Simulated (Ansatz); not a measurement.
OSn, charge -1, doublet, at a GFN2-xTB geometry (such geometries of metal compounds can be far from the true shape) (a state made from the parent by changing its charge; the spin is typed, not shown lowest) (all electrons, no relativity) (a gas-phase anion, which may not be bound at this level). Base run: CAM-B3LYP/3-21G in Ansatz (a first-principles code).

Ansatz was given this input:
Ansatz 0.2 input:
```yaml
crystal:
  periodic: [false, false, false]
  atoms:
    - {symbol: Sn, position_ang: [-0.00000000, -0.00000000, -0.26680008]}
    - {symbol: O, position_ang: [0.00000000, 0.00000000, 1.66750052]}
basis:
  gaussian:
    orbitals: 3-21G.json
hamiltonian:
  xc: cam_b3lyp
total_charge: -1
magnetization: {spin_polarized: true, initial_magnetization: 1}
```
The basis file holds 3-21G in the JSON format of the Basis Set Exchange.

Variants of this job, named by their change:

| change | ΔE vs base (eV) | outcome |
|---|---|---|
| base | 0.00 | converged |
| occupation = up:A1:16 A2:1 B1:7 B2:6 down:A1:15 A2:2 B1:6 B2:6 | 29.92 | converged |
| occupation = up:A1:15 A2:2 B1:7 B2:6 down:A1:15 A2:2 B1:6 B2:6 | 0.00 | converged |
| occupation = up:A1:15 A2:3 B1:6 B2:6 down:A1:15 A2:2 B1:6 B2:6 | - | input refused |
| occupation = up:A1:15 A2:2 B1:8 B2:5 down:A1:15 A2:2 B1:6 B2:6 | 11.04 | converged |
| occupation = up:A1:16 A2:2 B1:6 B2:6 down:A1:15 A2:2 B1:6 B2:6 | 2.70 | converged |
| symmetry_tolerance_ang = 0.01 | 0.00 | converged |

A gas-phase anion may not be bound at this level; its values then depend on the basis.

- occupation = up:A1:15 A2:3 B1:6 B2:6 down:A1:15 A2:2 B1:6 B2:6: ended with `Error: 3 electrons of one spin were asked for in irrep 3 (counted from 0), which has 2 orbitals`
